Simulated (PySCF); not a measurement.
**Question.** What does the PBE0-D3(BJ)/def2-SVP structure of `O[SiH2]O[SiH3]` look like in three dimensions?

**Answer.** 
```xyz
10
H6O2Si2 angstrom
O      2.382   -0.494   -0.144
Si     0.866   -1.123    0.055
O     -0.248    0.088    0.193
Si    -1.775    0.682    0.406
H      2.740    0.023    0.583
H      0.603   -1.926   -1.166
H      0.784   -1.956    1.292
H     -2.664    0.245   -0.713
H     -1.710    2.171    0.433
H     -2.348    0.191    1.696
```

Any rigid rotation of these coordinates is as good. Atoms count from 1 in this order. Si2 (oxygen-bound silicon) is distorted tetrahedral (angles from 105.6° to 111.7°). The 4 heavy atoms lie in one plane (0.004 Å rms). Si4 (oxygen-bound silicon) is tetrahedral (angles from 108.7° to 110.4°). All 3 O–Si bonds measure 1.651 to 1.653 Å.

Bonds between heavy atoms (Å): O1–Si2 1.653, Si2–O3 1.651, O3–Si4 1.653.

Computed, not measured: PBE0-D3(BJ)/def2-SVP geometry optimisation, gas phase (PySCF).

Not checked by PBE0-D3(BJ)/def2-SVP frequencies. The numbers are those of one conformer (H–O1–Si2–O3 64°, O1–Si2–O3–Si4 -179°).
